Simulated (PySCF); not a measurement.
**Structure from NMR data**

The spectra below were simulated for a compound C$_{3}$F$_{6}$O.

13C{1H} NMR (computed): δ 183.2 (C), 123.8 (C).

- geometry: GFN2-xTB
- PBE0/pcSseg-1 with gauge-including orbitals
- code: PySCF
- one conformer, equivalent nuclei averaged, relativity neglected, in vacuum

Shifts are taken against calculated references (same method and geometry level): 13C (σref 186.93) against TMS.

What is the structure?

## Answers


1. Rings plus π bonds: 1 (no ring in the answer).
2. 2 carbon signals for 3 carbons: some carbons are equivalent by symmetry or fast rotation.
3. Carbon types of the structure: 3 × C.
4. δC 183.2: ketone carbonyl carbon; low-lying n→π* states of the double bond to the heteroatom give a large paramagnetic term (-249 ppm).
5. δC 123.8: CF3 carbon; 3 electronegative neighbours deshield it.

The compound is SMILES C(=O)(C(F)(F)F)C(F)(F)F.

The data come from this structure; uniqueness wasn't tested.

Splittings by 19F in the carbon and heteronuclear signals aren't shown, as no couplings were computed. Shifts are as computed. Against solution values, carbons near 30 ppm lie about +3 ppm off and those near 130 ppm about +5 ppm. Of 1211 compounds with measured shifts, 218 miss one by over three times the rms of a fit or turn the order of signals round; such compounds aren't used in these exercises.
